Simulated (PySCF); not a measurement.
**Continuum solvent and chemical shifts**

Atoms are numbered as in `[CH:1]#[C:2][C:3](=[CH2:4])/[CH:5]=[CH:6]/[CH2:7][C:8]([F:9])([F:10])[F:11]`. Hydrogens are named by the atom that carries them. Ha(C4) is cis to C2; Hb(C4) is trans to C2.

GIAO PBE0/pcSseg-1 in PySCF 2.14.0 with density-fitted response routines on one PBE0-D3(BJ)/def2-SVP conformer, non-relativistic, equivalent nuclei averaged. Solvents enter as an IEF-PCM continuum (benzene with ε = 2.3, water with ε = 78.4) around the gas-phase geometry. Shifts are referred to TMS, CFCl3 computed in the same medium.

In benzene, δ in ppm: C5 143.6, C4 137.9, C3 135.4, C6 132.8, C8 131.5, C1 90.9, C2 83.3, C7 41.7, F9/F10/F11 -80.2, H(C6) 6.39, H(C5) 6.31, Ha(C4) 6.10, Hb(C4) 5.94, H(C1) 3.39. Dipole moment 2.40 D.

(1) How does each δ change in the more polar medium?

(2) Which nuclei move most (in ppm), and what does the model miss?

## Answers

(1) 
```csv
atoms,environment,"Δδ, water"
C5,alkene CH,+0.8
C4,terminal =CH2 carbon,+2.8
C3,fully substituted alkene carbon,-0.4
C6,alkene CH,+0.9
C8,CF3 carbon,+1.1
C1,terminal alkyne carbon,+1.1
C2,alkyne carbon,+0.8
C7,allylic sp3 CH2,0.0
F9/F10/F11,fluorine of a CF3 group,+0.3
H(C6),hydrogen on an alkene CH,-0.03
H(C5),hydrogen on an alkene CH,+0.23
Ha(C4),hydrogen on a terminal =CH2 carbon,+0.15
Hb(C4),hydrogen on a terminal =CH2 carbon,+0.25
H(C1),hydrogen on a terminal alkyne carbon,+0.26
```

Changes are relative to benzene. The dipole moment becomes 2.68 D in water.

(2) C4 (terminal =CH2 carbon, +2.8 ppm) in water. A continuum only polarises the solute; specific hydrogen bonds, the anisotropy of aromatic solvents and changes of geometry or conformer are outside it.
